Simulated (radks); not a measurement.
Task: The strontium ion Sr8+ is in [Ar] 3d10 4s2. Method: scalar-relativistic Kohn-Sham, PBEsol, spin-polarised, spherical densities, finite nucleus; Fermi nuclear charge, rms radius of each element as measured or else 0.836 A^(1/3) + 0.57 fm; computed with a radial shooting solver on a logarithmic mesh with Libxc functionals. Open shells are filled with parallel spins first. One electron is removed from 3d, 3p, 3s, 4s in turn, with full relaxation. Which removal costs least, and what does each cost?

Result: 4s 158.97 eV; 3d 275.21 eV; 3p 402.98 eV; 3s 480.59 eV. The 4s electron leaves first.
